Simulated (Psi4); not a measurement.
Intermolecular potential of CH2O ··· H6Si2 (SMILES C=O and [SiH3][SiH3]), singlet. Monomers: optimised at B3LYP-D3(BJ) (def2-TZVP), held rigid. Orientation: lowest of the rigid-body minima from ten starts at GFN2-xTB. R is the distance of the centres of mass, along which the second monomer moves.

Levels: PBE/def2-TZVP, counterpoise-corrected (Psi4); B3LYP/def2-TZVP, counterpoise-corrected (Psi4); SAPT0/jun-cc-pVDZ, frozen core (Psi4).

Interaction energies in kJ/mol:

```tsv
R / Å	PBE/def2-TZVP	B3LYP/def2-TZVP
2.80	26.77	35.98
2.99	11.76	18.51
3.18	3.55	8.64
3.39	-0.94	2.96
3.61	-2.85	0.28
3.78	-3.30	-0.56
4.06	-3.13	-0.87
4.42	-2.38	-0.64
4.90	-1.42	-0.32
5.61	-0.57	-0.18
6.61	-0.15	-0.13
7.90	-0.05	-0.06
```

Question: What does SAPT0/jun-cc-pVDZ give at the same points?

Answer: 2.80: 23.77; 2.99: 7.74; 3.18: -0.83; 3.39: -5.13; 3.61: -6.47; 3.78: -6.39; 4.06: -5.42; 4.42: -3.90; 4.90: -2.36; 5.61: -1.13; 6.61: -0.45; 7.90: -0.17 (kJ/mol).
